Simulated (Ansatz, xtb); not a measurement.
**A geometry optimisation of F2GaNO2 with r2SCAN-D4/def2-SVP**

The starting geometry of this gas-phase singlet has its atoms placed at random.

```xyz
6

F     0.6415   -1.0676   -0.1684
F     1.0148   -0.4466    1.0452
Ga    1.2871    0.3201   -0.5980
N    -0.9859    0.7434   -0.2289
O    -0.4048   -1.3944   -0.7953
O     0.1464   -0.9394    1.4132
```

Problem. One run relaxed it with r2SCAN-D4/def2-SVP. What is a likely outcome?

Solution. It loosens into FNO2 + FGa, which stay close as a complex. Distances that change by over a tenth: F1–Ga3 (1.59 → 1.80 Å), F2–O6 (1.06 → 1.42 Å), Ga3–N4 (2.34 → 3.59 Å), N4–O6 (2.61 → 1.60 Å). Contacts that open: F1–O5 (1.26 → 3.03 Å), F2–Ga3 (1.83 → 2.58 Å). Contacts that close: N4–O5 (2.29 → 1.14 Å).

The energy falls by 26.75 eV over 26 steps:

| step | E − E(last) (eV) |
| --- | --- |
| 1 | 26.754 |
| 4 | 6.450 |
| 7 | 2.035 |
| 9 | 0.842 |
| 12 | 0.209 |
| 15 | 0.032 |
| 18 | 0.009 |
| 20 | 0.004 |
| 23 | 0.000 |
| 26 | 0.000 |

Final geometry (Å):

```xyz
6

F     1.1065   -0.8133   -1.2526
F     0.8614    0.2582    1.3910
Ga    2.5756   -0.0814   -0.5096
N    -0.9734   -0.2929   -0.0079
O    -1.7330   -1.1158   -0.2327
O    -0.1381   -0.7394    1.2795
```

From the same start GFN2-xTB reaches the same bonding as this run.

From so rough a start the end depends on the optimiser's path, so another program may land elsewhere. The end wasn't checked by frequencies. Run with Ansatz 0.2.0, 74 s on 1 thread of Intel(R) Xeon(R) 6975P-C (Granite Rapids), with other jobs on the host.
